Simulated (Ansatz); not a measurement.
Frontier orbitals of `C[OH+][Ga-]([OH])([OH])[OH]`.

Z-matrix (Å, degrees):
```
C
O 1 1.431
H 1 1.090 2 110.9
H 1 1.088 2 106.7 3 -118.5
H 1 1.091 2 109.6 3 123.0
Ga 2 2.089 1 121.3 3 48.5
H 2 0.968 1 111.4 3 -65.0
O 6 1.821 2 85.2 1 -128.5
O 6 1.795 2 100.2 1 -12.4
O 6 1.789 2 106.2 1 109.0
H 8 0.957 6 115.8 2 -132.7
H 9 0.959 6 111.8 2 -103.8
H 10 0.958 6 113.1 2 58.7
```

Total charge 0; spin multiplicity 1. Correlated methods include outer-core shells of Ga, which these sets cover unevenly. Scalar relativity is left out up to krypton. All single points use the PBE0-D4/def2-TZVP geometry. It is one conformer, not always the lowest. Basis def2-TZVPP, Ansatz.

Orbital energies of one run (eV). Highest occupied ones, from the top: -6.64, -6.79, -6.89, -7.25, -7.86, -8.20, -8.61, -9.69, -10.52, -11.27, -11.68, -11.77, -13.02, -13.95. Empty: -1.33, -0.02, 0.44, 0.78, 1.04, 1.60.

Which functional gave them?
A. LDA (SPW92)
B. PBE0
C. ωB97X-V
D. r2SCAN0

A. HOMO energies: LDA (SPW92) -6.64, PBE0 -8.12, ωB97X-V -10.67, r2SCAN0 -8.40 eV.
